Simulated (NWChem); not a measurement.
## Atomisation of silylphosphine (H₅PSi)

SMILES: P[SiH3]
```xyz
7

Si    -1.0696     0.0961     0.2180
P      1.1216    -0.0780    -0.3405
H     -1.8380    -0.8813    -0.6103
H     -1.5242     1.4789    -0.1182
H     -1.3479    -0.1683     1.6629
H      1.2980    -1.3145     0.3545
H      1.5631     0.7102     0.7671
```
Charge 0, spin multiplicity 1.

Program: NWChem. The geometry was optimised at PBE0/def2-SVP, a minimum by its harmonic frequencies.

Basis set: def2-TZVP. The atomisation energy is electronic alone: no zero-point, thermal, spin-orbit or counterpoise terms. No value is extrapolated to the basis-set limit. Free atoms are single determinants with multiplicities Si 3, P 4, H 2. Correlated methods freeze the same cores in atoms and molecule, 10 orbitals in all.

No SCF solution was tested for a lower state. Open-shell Hartree-Fock references start from PBE0 orbitals. Coupled-cluster values serve here as a point of comparison, not as the truth.

Order these methods by the atomisation energy they give, lowest first: HF, M06-2X, PBE0, MP2, BHandHLYP, CCSD(T).

HF (337.1 kcal/mol), MP2 (423.8 kcal/mol), CCSD(T) (434.6 kcal/mol), PBE0 (448.0 kcal/mol), BHandHLYP (450.6 kcal/mol), M06-2X (454.8 kcal/mol)
